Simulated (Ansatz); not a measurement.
Coupled-cluster diagnostics for the cluster Cs2Br2 (the lowest singlet isomer of a short search), Ansatz.

Geometry of the singlet (PBE-D4/def2-SVP):

Cartesian coordinates in Å:
```
Cs 1.8017 -1.1487 -1.0871
Cs -1.8270 1.1429 1.0514
Br 0.7763 2.0414 -0.8729
Br -0.7509 -2.0356 0.9087
```

In the def2 sets Cs takes a core potential; there is no spin–orbit coupling. Correlated methods freeze 18 core orbitals; core or outer-core shells of Cs, Br are correlated, in sets that lack core-valence functions. The structure comes from a short search, and lower isomers may exist.

Task: Estimate the CCSD(T) correlation energy, the shares of MP2 and (T), T1 and the reference's ⟨S²⟩ for: charge 0, singlet, own geometry in def2-TZVPP; and the rough time on 4 threads of Arm Neoverse N1 on a shared host.

Result: 
```csv
state,basis,correlation (eV),MP2 share (%),(T) share (%),T1,⟨S²⟩ (pure),wall time
"charge 0, singlet, own geometry",def2-TZVPP,-24.663,93.4,3.0,0.005,0.00 (0.00),2 min
```
Customary marks for T1 are 0.02 (closed shells), 0.045 (open shells) and about 0.05 (3d metals). T1 stays under 0.02 throughout.
